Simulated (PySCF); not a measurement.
SMILES C#C/C=C\[Si](Cl)(Cl)Cl (C4H3Cl3Si) (GFN2-xTB optimised geometry):

```
11

C      1.699    -1.360     0.000
C      0.497    -1.360     0.000
C     -0.909    -1.379    -0.017
C     -1.675    -0.473     0.604
Si    -1.019     0.981     1.605
Cl     0.122     2.194     0.456
Cl     0.096     0.338     3.167
Cl    -2.608     2.021     2.302
H      2.748    -1.355     0.007
H     -1.352    -2.194    -0.578
H     -2.748    -0.583     0.527
```

Calculation: B3LYP/def2-TZVP (PySCF).

Task: What are the frontier orbital energies and the dipole moment?

Result: HOMO-2 -8.84 eV, HOMO-1 -8.14 eV, HOMO -7.43 eV, LUMO -2.11 eV, LUMO+1 -0.04 eV; dipole moment 1.79 D.

Meta-Löwdin charges at B3LYP/def2-TZVP: C1 -0.18, C2 -0.03, C3 -0.07, C4 -0.37, Si5 0.99, Cl6 -0.26, Cl7 -0.26, Cl8 -0.27, H9 0.18, H10 0.14, H11 0.14.
